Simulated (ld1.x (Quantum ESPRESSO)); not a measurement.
**Scattering properties, ultrasoft potential for P (Z = 15)**

P, ultrasoft, made with ld1.x (Quantum ESPRESSO) 7.5 (PW91, scalar-relativistic). Core [Ne], reference 3s2 3p3. Waves: 3s (bound): rcut 1.45, rcutus 1.80 bohr; 3s channel at -0.1 Ry: rcut 1.45, rcutus 1.80 bohr; 3p (bound): rcut 1.15, rcutus 1.50 bohr; 3p channel at 1.05 Ry: rcut 1.15, rcutus 1.50 bohr; 3d channel at -0.2 Ry: rc 1.45 bohr. Local part: the d channel. Core correction: Bessel-smoothed model core inside 1.35 bohr. Augmentation charge: PSQ, radius 0.95 bohr.

The phase is arctan(r·u′/u) with u = r·R(r), unwrapped; energies in Ry, scanned from -3 to 5 Ry. A pole is an energy at which the radial function vanishes at the test radius. The pseudo phase is shifted by a multiple of π to meet the all-electron one at the reference energy, and phase errors are pseudo minus all-electron; the curves can meet again beyond the range given. Levels narrower than the energy grid can be missing from the lists of poles.

For each channel, where are the poles, and over which energies does the pseudopotential scatter like the atom?

```json
{"channel": "s", "radius (bohr)": "1.96", "reference energy (Ry)": "-1.03", "poles, all-electron": "1.41", "poles, pseudo": "1.41, 4.65", "unbroken range about the reference energy with phases within 0.05 rad": "below 3.9", "phase error 1 Ry above the reference energy (rad)": "-0.000"}
{"channel": "p", "radius (bohr)": "1.96", "reference energy (Ry)": "-0.41", "poles, all-electron": "2.48", "poles, pseudo": "2.48", "unbroken range about the reference energy with phases within 0.05 rad": "the whole range", "phase error 1 Ry above the reference energy (rad)": "+0.000"}
{"channel": "d", "radius (bohr)": "1.96", "reference energy (Ry)": "-0.20", "poles, all-electron": "3.41", "poles, pseudo": "3.45", "unbroken range about the reference energy with phases within 0.05 rad": "the whole range", "phase error 1 Ry above the reference energy (rad)": "+0.002"}
```

Phases in the s channel:

```csv
E (Ry),all-electron,pseudo
-3.00,1.087,1.087
-2.76,1.033,1.033
-2.52,0.962,0.962
-2.28,0.863,0.863
-2.04,0.722,0.722
-1.80,0.511,0.510
-1.56,0.200,0.200
-1.32,-0.200,-0.200
-1.08,-0.589,-0.589
-0.84,-0.882,-0.882
-0.60,-1.079,-1.079
-0.36,-1.212,-1.212
-0.12,-1.306,-1.306
0.12,-1.376,-1.376
0.36,-1.429,-1.429
0.60,-1.472,-1.472
0.84,-1.506,-1.507
1.08,-1.536,-1.536
1.32,-1.562,-1.562
1.56,-1.585,-1.585
1.80,-1.605,-1.606
2.04,-1.625,-1.626
2.28,-1.643,-1.645
2.52,-1.660,-1.663
2.76,-1.677,-1.682
3.00,-1.695,-1.701
3.24,-1.712,-1.723
3.48,-1.730,-1.747
3.72,-1.749,-1.778
3.96,-1.770,-1.827
4.20,-1.792,-1.940
4.44,-1.816,-3.419
4.68,-1.844,-4.738
4.92,-1.876,-4.851
```
